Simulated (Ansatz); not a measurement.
Cost and result for the atomization energy of C$_{2}$H$_{8}$BNSi (`N[SiH]1BCC1`) (13 atoms, 13 bonds).

Cartesian coordinates in Å:
```
N -2.136 0.241 1.100
Si -0.811 -0.310 0.164
B 1.023 -0.869 0.772
C 1.528 -0.235 -0.583
C 0.389 0.794 -0.834
H -2.028 0.866 1.879
H -3.075 0.247 0.738
H -1.370 -1.324 -0.779
H 1.666 -1.298 1.683
H 1.482 -1.034 -1.340
H 2.549 0.158 -0.625
H 0.184 1.040 -1.877
H 0.600 1.724 -0.298
```

The species carries charge 0 and has multiplicity 1. All single points use the PBE0-D4/def2-TZVP geometry. It is one conformer, not always the lowest. Program: Ansatz. All runs use 4 threads of an Arm Neoverse V2 on a shared host. Times are those of one run each, without the atoms' runs, and a repeat can differ threefold. Electronic energies, without spin–orbit coupling; frozen cores. CCSD(T)/CBS adds CCSD(T) − MP2 in def2-TZVPP to the MP2 limit, and its time is that of the two runs behind it. T1 = 0.011.

CCSD(T)/CBS is a level of theory with its own doubt, some kJ/mol a heavy atom from the limit and from the frozen cores, so smaller differences don't rank the functionals.

```csv
level,functions,wall time
LDA (SPW92)/def2-TZVPP,278,1.2 s
revPBE-D4/def2-TZVPP,278,2 s
BHLYP-D4/def2-TZVPP,278,3 s
r2SCAN-D4/def2-TZVPP (with forces),278,4.5 s
r2SCANh-D4/def2-TZVPP,278,4.6 s
CCSD(T)/def2-SVP,114,4.8 s
B2PLYP/def2-TZVPP,278,5.5 s
PBE-QIDH/def2-TZVPP,278,5.5 s
ωB97X-V/def2-TZVPP,278,7.5 s
B97M-V/def2-TZVPP,278,9 s
MP2/def2-QZVPP,538,24 s
CCSD(T)/def2-TZVPP,278,2.5 min
CCSD(T)/CBS(def2),–,2.9 min
```

What atomization energy does each give, and how far from CCSD(T)/CBS? (Estimate.)

The calculation gave: 
```
                             level  atomization (kcal/mol)  difference from CCSD(T)/CBS  per bond
            LDA (SPW92)/def2-TZVPP                  1295.9                        157.7      12.1
              revPBE-D4/def2-TZVPP                  1135.4                         -2.8      -0.2
               BHLYP-D4/def2-TZVPP                  1117.7                        -20.5      -1.6
r2SCAN-D4/def2-TZVPP (with forces)                  1143.6                          5.4       0.4
             r2SCANh-D4/def2-TZVPP                  1138.7                          0.5       0.0
                  CCSD(T)/def2-SVP                  1073.0                        -65.2      -5.0
                 B2PLYP/def2-TZVPP                  1128.9                         -9.3      -0.7
               PBE-QIDH/def2-TZVPP                  1137.5                         -0.7      -0.1
                ωB97X-V/def2-TZVPP                  1147.0                          8.8       0.7
                 B97M-V/def2-TZVPP                  1146.1                          7.9       0.6
                    MP2/def2-QZVPP                  1139.2                          1.0       0.1
                CCSD(T)/def2-TZVPP                  1108.8                        -29.4      -2.3
                 CCSD(T)/CBS(def2)                  1138.2                          0.0       0.0
```

Leaving LDA and LC-ωPBE aside and taking each functional with its dispersion term where it has one, the values, not all of them listed here, spread over 43.2 kcal/mol, from BHLYP-D4 to PBE-D4. LDA lies +141.4 kcal/mol from PBE without D4, its usual overbinding. From BLYP to BHLYP (50 % exact exchange), in def2-TZVPP and without D4, the atomization energy moves by −12.4 kcal/mol: exact exchange takes away binding that semilocal exchange gives to molecules. In def2-TZVPP, CCSD(T) changes the Hartree–Fock value by +267.1 kcal/mol (the triples alone add +14.8 kcal/mol) and MP2 by +280.1 kcal/mol; breaking electron pairs costs correlation energy, which Hartree–Fock lacks.
